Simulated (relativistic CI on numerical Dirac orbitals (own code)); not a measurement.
## L2,3 absorption of manganese in several valence states

Computed multiplet spectra 2p⁶3dⁿ → 2p⁵3dⁿ⁺¹ (Dirac-Coulomb-Breit ions, Slater integrals scaled by 0.8, an assumed crystal field that grows with the charge, no charge transfer; 300 K; Lorentzian 0.4 eV and Gaussian 0.3 eV FWHM at both edges, so that L2 comes out sharper than in experiment). Peaks over 5 % are given in eV from the highest peak in the L3 region of each spectrum (height, largest 100). S of the lowest state is read from ⟨S²⟩, and the branching ratio is the share of L3, cut at the minimum between the edges.

Field parameters in Wybourne normalisation: Td as Oh with Dq negative (B⁴₀ = 21Dq, B⁴₄ = √(5/14) B⁴₀). The field is a parameter set, without covalency.

- Mn3+ (d4, Td, 10Dq = -9600 cm⁻¹): S = 2.00, high spin, branching ratio 0.67; peaks -4.3 (6), -3.3 (8), -2.4 (17), -1.6 (24), 0.0 (100), 0.7 (96), 2.5 (47), 5.1 (8), 6.5 (28), 7.7 (24), 8.9 (20), 11.1 (39)
- Mn4+ (d3, Td, 10Dq = -11800 cm⁻¹): S = 1.50, branching ratio 0.62; peaks -2.3 (19), -1.2 (27), 0.0 (100), 0.6 (95), 1.3 (71), 2.2 (55), 3.8 (25), 7.3 (32), 8.6 (33), 9.1 (34), 10.9 (40), 11.5 (41)
- Mn5+ (d2, Td, 10Dq = -14000 cm⁻¹): S = 1.00, branching ratio 0.51; peaks -2.6 (14), 0.0 (100), 2.3 (13), 3.2 (23), 6.7 (13), 8.1 (61), 8.9 (31), 10.7 (71), 12.2 (10)

Q: What spin state follows for Mn2+ in Td, 10Dq = -7450 cm⁻¹, and does its branching ratio lie nearer 2/3 or nearer 0.8?

A: Mn2+ (d5, Td, 10Dq = -7450 cm⁻¹): S = 2.50, high spin, branching ratio 0.76; peaks -1.8 (13), 0.0 (100), 1.1 (38), 3.7 (12), 9.6 (11), 10.5 (16), 11.7 (19), 12.2 (22). High-spin states, above all those with an unquenched orbital moment, raise the ratio above the statistical 2/3; low spin and nearly empty shells keep it near or below 2/3.

The centroid of the whole edge, which also moves with the branching ratio, lies at 645.3 (Mn2+), 648.3 (Mn3+), 652.4 (Mn4+), 657.9 (Mn5+) eV in this ionic model, in steps of 3.0 to 5.5 eV. Compounds show about 1 to 2 eV a unit and lower energies for the high valences, since ligands screen the charge. The multiplet shape follows the d count and the spin state, and so serves as a fingerprint of valence.
